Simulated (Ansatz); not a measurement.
Ansatz (a quantum-chemistry and plane-wave program) input (HF/3-21G): The .json file is the Basis Set Exchange's 3-21G.

Ansatz 0.2 input:
```yaml
crystal:
  periodic: [false, false, false]
  atoms:
    - {symbol: Si, position_ang: [0.39134299, 0.38196450, 1.14804726]}
    - {symbol: Cl, position_ang: [1.17745931, 1.93539814, -0.23652391]}
    - {symbol: Br, position_ang: [-0.72844600, -1.09283632, -0.34433586]}
basis:
  gaussian:
    orbitals: 3-21G.json
hamiltonian:
  xc: {name: HF}
phonons: {temperatures: {t_min: 298.15, t_max: 298.15, t_step: 100}}
```

Output:

```
Functional definition: HF
integrals: 0.01 GiB planned
534 factors; integrals over basis functions are off by at most 8.2e-5 eV
mean field: 0.11 GiB planned
mean field evaluation 1: about -89927.1435 eV, gradient 1.6e1 eV
mean field evaluation 2: about -89927.1464 eV, gradient 1.6e1 eV
mean field evaluation 4: about -89928.3493 eV, gradient 8.5e-1 eV
mean field evaluation 8: about -89928.3601 eV, gradient 2.4e-4 eV
mean field -89928.36008277 eV, -3304.8062774100 hartree, gradient 2.6e-5 eV, S^2 0.000000; 0 other end points of the search recorded, 0 dependent functions left out
the calculation of the forces begins
reference -89928.36008277 eV, -3304.8062774100 hartree; 33, 33 occupied and 16, 16 virtual orbitals, 534 factors
these checks for a lower state are left out or cut short: stability, starts, cluster_reference, orbital_swaps, neighbouring_geometries, increment
integrals: 0.01 GiB planned
534 factors; integrals over basis functions are off by at most 8.2e-5 eV
mean field: 0.11 GiB planned
mean field evaluation 16: about -89928.3600 eV, gradient 1.1e-4 eV
mean field -89928.36004245 eV, -3304.8062759284 hartree, gradient 9.2e-7 eV, S^2 0.000000; 0 other end points of the search recorded, 0 dependent functions left out
the calculation of the forces begins
reference -89928.36004245 eV, -3304.8062759284 hartree; 33, 33 occupied and 16, 16 virtual orbitals, 534 factors
these checks for a lower state are left out or cut short: stability, starts, cluster_reference, orbital_swaps, neighbouring_geometries, increment
integrals: 0.01 GiB planned
534 factors; integrals over basis functions are off by at most 8.2e-5 eV
mean field: 0.11 GiB planned
mean field -89928.36005315 eV, -3304.8062763215 hartree, gradient 9.6e-7 eV, S^2 0.000000; 0 other end points of the search recorded, 0 dependent functions left out
the calculation of the forces begins
reference -89928.36005315 eV, -3304.8062763215 hartree; 33, 33 occupied and 16, 16 virtual orbitals, 534 factors
these checks for a lower state are left out or cut short: stability, starts, cluster_reference, orbital_swaps, neighbouring_geometries, increment
integrals: 0.01 GiB planned
534 factors; integrals over basis functions are off by at most 8.2e-5 eV
mean field: 0.11 GiB planned
mean field evaluation 32: about -89928.3601 eV, gradient 1.0e-6 eV
mean field -89928.36006526 eV, -3304.8062767665 hartree, gradient 8.7e-7 eV, S^2 0.000000; 0 other end points of the search recorded, 0 dependent functions left out
the calculation of the forces begins
reference -89928.36006526 eV, -3304.8062767665 hartree; 33, 33 occupied and 16, 16 virtual orbitals, 534 factors
these checks for a lower state are left out or cut short: stability, starts, cluster_reference, orbital_swaps, neighbouring_geometries, increment
integrals: 0.01 GiB planned
534 factors; integrals over basis functions are off by at most 8.2e-5 eV
mean field: 0.11 GiB planned
mean field -89928.36006617 eV, -3304.8062767998 hartree, gradient 2.4e-6 eV, S^2 0.000000; 0 other end points of the search recorded, 0 dependent functions left out
the calculation of the forces begins
reference -89928.36006617 eV, -3304.8062767998 hartree; 33, 33 occupied and 16, 16 virtual orbitals, 534 factors
these checks for a lower state are left out or cut short: stability, starts, cluster_reference, orbital_swaps, neighbouring_geometries, increment
integrals: 0.01 GiB planned
534 factors; integrals over basis functions are off by at most 8.2e-5 eV
mean field: 0.11 GiB planned
mean field -89928.36006078 eV, -3304.8062766019 hartree, gradient 1.5e-6 eV, S^2 0.000000; 0 other end points of the search recorded, 0 dependent functions left out
the calculation of the forces begins
reference -89928.36006078 eV, -3304.8062766019 hartree; 33, 33 occupied and 16, 16 virtual orbitals, 534 factors
these checks for a lower state are left out or cut short: stability, starts, cluster_reference, orbital_swaps, neighbouring_geometries, increment
integrals: 0.01 GiB planned
534 factors; integrals over basis functions are off by at most 8.2e-5 eV
mean field: 0.11 GiB planned
mean field -89928.36005835 eV, -3304.8062765126 hartree, gradient 1.5e-6 eV, S^2 0.000000; 0 other end points of the search recorded, 0 dependent functions left out
the calculation of the forces begins
reference -89928.36005835 eV, -3304.8062765126 hartree; 33, 33 occupied and 16, 16 virtual orbitals, 534 factors
these checks for a lower state are left out or cut short: stability, starts, cluster_reference, orbital_swaps, neighbouring_geometries, increment
integrals: 0.01 GiB planned
534 factors; integrals over basis functions are off by at most 8.2e-5 eV
mean field: 0.11 GiB planned
mean field -89928.36007393 eV, -3304.8062770852 hartree, gradient 2.7e-6 eV, S^2 0.000000; 0 other end points of the search recorded, 0 dependent functions left out
the calculation of the forces begins
reference -89928.36007393 eV, -3304.8062770852 hartree; 33, 33 occupied and 16, 16 virtual orbitals, 534 factors
these checks for a lower state are left out or cut short: stability, starts, cluster_reference, orbital_swaps, neighbouring_geometries, increment
integrals: 0.01 GiB planned
534 factors; integrals over basis functions are off by at most 8.2e-5 eV
mean field: 0.11 GiB planned
mean field evaluation 64: about -89928.3601 eV, gradient 1.9e-5 eV
mean field -89928.36007654 eV, -3304.8062771810 hartree, gradient 2.6e-6 eV, S^2 0.000000; 0 other end points of the search recorded, 0 dependent functions left out
the calculation of the forces begins
reference -89928.36007654 eV, -3304.8062771810 hartree; 33, 33 occupied and 16, 16 virtual orbitals, 534 factors
these checks for a lower state are left out or cut short: stability, starts, cluster_reference, orbital_swaps, neighbouring_geometries, increment
integrals: 0.01 GiB planned
534 factors; integrals over basis functions are off by at most 8.2e-5 eV
mean field: 0.11 GiB planned
mean field -89928.36006675 eV, -3304.8062768212 hartree, gradient 1.9e-6 eV, S^2 0.000000; 0 other end points of the search recorded, 0 dependent functions left out
the calculation of the forces begins
reference -89928.36006675 eV, -3304.8062768212 hartree; 33, 33 occupied and 16, 16 virtual orbitals, 534 factors
these checks for a lower state are left out or cut short: stability, starts, cluster_reference, orbital_swaps, neighbouring_geometries, increment
integrals: 0.01 GiB planned
534 factors; integrals over basis functions are off by at most 8.2e-5 eV
mean field: 0.11 GiB planned
mean field -89928.36005848 eV, -3304.8062765173 hartree, gradient 2.1e-6 eV, S^2 0.000000; 0 other end points of the search recorded, 0 dependent functions left out
the calculation of the forces begins
reference -89928.36005848 eV, -3304.8062765173 hartree; 33, 33 occupied and 16, 16 virtual orbitals, 534 factors
these checks for a lower state are left out or cut short: stability, starts, cluster_reference, orbital_swaps, neighbouring_geometries, increment
integrals: 0.01 GiB planned
534 factors; integrals over basis functions are off by at most 8.2e-5 eV
mean field: 0.11 GiB planned
mean field -89928.36007777 eV, -3304.8062772264 hartree, gradient 9.8e-7 eV, S^2 0.000000; 0 other end points of the search recorded, 0 dependent functions left out
the calculation of the forces begins
reference -89928.36007777 eV, -3304.8062772264 hartree; 33, 33 occupied and 16, 16 virtual orbitals, 534 factors
these checks for a lower state are left out or cut short: stability, starts, cluster_reference, orbital_swaps, neighbouring_geometries, increment
integrals: 0.01 GiB planned
534 factors; integrals over basis functions are off by at most 8.2e-5 eV
mean field: 0.11 GiB planned
mean field evaluation 96: about -89928.3601 eV, gradient 1.6e-6 eV
mean field -89928.36007427 eV, -3304.8062770975 hartree, gradient 1.6e-6 eV, S^2 0.000000; 0 other end points of the search recorded, 0 dependent functions left out
the calculation of the forces begins
reference -89928.36007427 eV, -3304.8062770975 hartree; 33, 33 occupied and 16, 16 virtual orbitals, 534 factors
Total energy: -89928.36008277 eV, -3304.8062774100 hartree
Atom 0 at     0.391343     0.381964     1.148047 Å, force    -0.001185    -0.001830    -0.000312 eV/Å
Atom 1 at     1.177459     1.935398    -0.236524 Å, force     0.000177     0.000439    -0.000734 eV/Å
Atom 2 at    -0.728446    -1.092836    -0.344336 Å, force     0.001008     0.001392     0.001046 eV/Å
Dipole moment:    -0.012006    -0.156030     0.642275 e Å
Vibrations: 144.90 360.67 438.37 cm⁻¹, zero-point energy 0.058517 eV
```

The blocks after the first are displaced geometries, from whose forces the wavenumbers follow.
